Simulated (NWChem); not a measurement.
System: AlH₂O₂Br; SMILES [OH][Al]([OH])[Br]

Input file for NWChem:

```
start job
memory heap 200 mb stack 900 mb global 1100 mb
geometry units angstroms noautosym nocenter noautoz
  Al     0.917294     0.724700     0.093002
  Br    -0.849867    -0.692080    -0.109705
  O      0.946910     2.211630    -0.729865
  H      0.210603     2.473368    -1.296026
  O      2.249303     0.329987     1.071915
  H      2.272625    -0.504911     1.555335
end
basis spherical
  * library 6-31g*
end
dft
  xc hfexch
  iterations 150
end
property
  shielding 4 1 2 3 4
  efieldgrad
end
task dft property
```

Output (shortened):

```
             Northwest Computational Chemistry Package (NWChem) 7.3.0
             --------------------------------------------------------

                             Geometry "geometry" -> ""
                             -------------------------

 Output coordinates in angstroms (scale by  1.889725989 to convert to a.u.)

  No.       Tag          Charge          X              Y              Z
 ---- ---------------- ---------- -------------- -------------- --------------
    1 Al                  13.0000     0.91729400     0.72470000     0.09300200
    2 Br                  35.0000    -0.84986700    -0.69208000    -0.10970500
    3 O                    8.0000     0.94691000     2.21163000    -0.72986500
    4 H                    1.0000     0.21060300     2.47336800    -1.29602600
    5 O                    8.0000     2.24930300     0.32998700     1.07191500
    6 H                    1.0000     2.27262500    -0.50491100     1.55533500

 Effective nuclear repulsion energy (a.u.)     295.1066396648

  xc_inp: hfexch multiplicative factor not found.
                              NWChem Property Module
                              ----------------------

  itol2e modified to match energy
  convergence criterion.

                                 NWChem DFT Module
                                 -----------------

 Summary of "ao basis" -> "ao basis" (spherical)
 ------------------------------------------------------------------------------
       Tag                 Description            Shells   Functions and Types
 ---------------- ------------------------------  ------  ---------------------
 Al                          6-31g*                  8       18   4s3p1d
 Br                          6-31g*                 12       32   5s4p3d
 O                           6-31g*                  6       14   3s2p1d
 H                           6-31g*                  2        2   2s

  itol2e modified to match energy
  convergence criterion.

[...]

          -----------------------------------------
          Chemical Shielding Tensors (GIAO, in ppm)
          -----------------------------------------

                                NWChem CPHF Module
                                ------------------

  scftype          =     RHF
  nclosed          =       33
  nopen            =        0
  variables        =     1617
  # of vectors     =        3
  tolerance        = 0.10D-03
  level shift      = 0.00D+00
  max iterations   =       50
  max subspace     =       30

 SCF residual:    8.3058127286008438E-005

Iterative solution of linear equations
  No. of variables     1617
  No. of equations        3
  Maximum subspace       30
        Iterations       50
       Convergence  1.0D-04

   iter   nsub   residual    time
   ----  ------  --------  ---------
     1      3    1.03D+00      37.9
     2      6    1.05D-01      42.8
     3      9    1.41D-02      47.7
     4     12    3.64D-03      52.6
     5     15    5.98D-04      57.5
     6     18    8.45D-05      62.4

      Atom:    1  Al
        Diamagnetic
    795.4327      3.7125      2.0737
      3.7125    794.2101     -1.3509
      2.0737     -1.3509    790.0257

        Paramagnetic
   -261.6462      2.5273     25.6008
      2.5273   -255.7616    -28.8002
     25.6008    -28.8002   -278.5036

        Total Shielding Tensor
    533.7865      6.2398     27.6745
      6.2398    538.4486    -30.1511
     27.6745    -30.1511    511.5221

           isotropic =     527.9191
          anisotropy =      52.6473

          Principal Components and Axis System
                 1           2           3
              563.0172    541.9464    478.7935

      1         0.4479      0.7767     -0.4429
      2        -0.6455      0.6237      0.4409
      3         0.6187      0.0884      0.7807

      Atom:    2  Br
        Diamagnetic
   3125.9703      4.4794      0.7564
      4.4794   3124.0065      0.3804
      0.7564      0.3804   3120.3935

        Paramagnetic
   -120.0905     80.7190     15.2402
     80.7190   -154.9752      4.9745
     15.2402      4.9745   -221.4510

        Total Shielding Tensor
   3005.8798     85.1984     15.9966
     85.1984   2969.0313      5.3549
     15.9966      5.3549   2898.9425

           isotropic =    2957.9512
          anisotropy =     177.1283

          Principal Components and Axis System
                 1           2           3
             3076.0367   2904.9226   2892.8942

      1         0.7770     -0.4474     -0.4427
      2         0.6231      0.6463      0.4405
      3         0.0890     -0.6182      0.7810

      Atom:    3  O
        Diamagnetic
    384.5034     -1.6340      6.2287
     -1.6340    399.9571    -14.9306
      6.2287    -14.9306    387.1361

        Paramagnetic
    -95.9366      6.1081    -13.3393
      6.1081    -65.3140     -3.9931
    -13.3393     -3.9931    -83.8407

        Total Shielding Tensor
    288.5667      4.4741     -7.1106
      4.4741    334.6431    -18.9237
     -7.1106    -18.9237    303.2954

           isotropic =     308.8351
          anisotropy =      53.4125

          Principal Components and Axis System
                 1           2           3
              344.4434    296.6427    285.4191

      1         0.1265     -0.4430      0.8875
      2         0.8927      0.4409      0.0928
      3        -0.4324      0.7806      0.4513

      Atom:    4  H
        Diamagnetic
     30.5445     -5.7688     11.6802
     -5.7688     24.4799     -8.2256
     11.6802     -8.2256     27.0025

[...]
```

Level: Hartree-Fock/6-31G* (spherical d), GIAO. Coordinates come from a B3LYP/6-31G* (spherical d) optimisation. NWChem prints the field gradient with the sign opposite to the second derivative of the potential. The printed shielding anisotropy is the first printed principal value minus the mean of the other two.
